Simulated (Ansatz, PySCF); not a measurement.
Molecule: sum formula SiHCl, charge -1, multiplicity 2. 
Coordinates optimised at B3LYP-D3(BJ)/def2-TZVP (Ansatz, a first-principles code):
```
Si
H 1 1.5488
Cl 1 2.2791 2 93.42
```
Charge -1, spin multiplicity 2.

Total electronic energies in hartree. Correlated levels leave the core frozen unless marked. Open shells are spin-unrestricted. Spin-orbit coupling is left out. Non-relativistic. CBS(X,Y): correlation extrapolated as X^-3; Hartree-Fock from the larger set. The bracket is a focal-point correction in the basis named.

| level | program | energy (Eh) |
|---|---|---|
| HF/cc-pwCVTZ | Ansatz | -749.06812 |
| RI-HF/aug-cc-pV(T+d)Z | Ansatz | -749.07322 |
| PBE/def2-TZVPD | PySCF | -750.00986 |
| BLYP-D3(BJ)/def2-TZVPD | Ansatz + dftd3 | -750.34769 |
| BP86-D3(BJ)/def2-TZVPD | PySCF + dftd3 | -750.42759 |
| BP86-D4/def2-TZVPD | PySCF + dftd4 | -750.42750 |
| M06-L-D4/def2-TZVPD | PySCF + dftd4 | -750.32742 |
| BHLYP/def2-TZVPD | Ansatz | -750.34392 |
| r2SCANh-D4/def2-TZVPD | Ansatz + dftd4 | -750.28589 |
| CAM-B3LYP/def2-TZVPD | Ansatz | -750.36575 |
| LC-wPBE/def2-TZVPD | Ansatz | -750.12341 |
| MP2/6-31G* | Ansatz | -749.18995 |
| MP2/aug-cc-pV(T+d)Z | Ansatz | -749.37948 |
| MP2/def2-TZVPP | Ansatz | -749.35088 |
| RI-MP2/CBS(def2-TZVPPD,def2-QZVPPD) | Ansatz | -749.4266 |
| SCS-MP2/def2-TZVPP | Ansatz | -749.35099 |
| CCSD/def2-TZVPPD | Ansatz | -749.39281 |
| CCSD(T)/aug-cc-pV(T+d)Z | Ansatz | -749.42937 |
| CCSD(T)/cc-pVTZ | Ansatz | -749.41002 |
| CCSD(T)/def2-TZVPP | Ansatz | -749.40002 |
| RI-MP2/CBS(def2-TZVPPD,def2-QZVPPD)+[CCSD(T)-MP2]/def2-TZVPPD | Ansatz | -749.4763 |
| RI-MP2/CBS(def2-TZVPPD,def2-QZVPPD)+[CCSD(T)-MP2]/def2-QZVPPD | Ansatz | -749.4756 |
| CCSD(T)/CBS(def2-TZVPPD,def2-QZVPPD) | Ansatz | -749.4753 |

Totals of different functionals don't rank their quality; only differences between species are comparable.
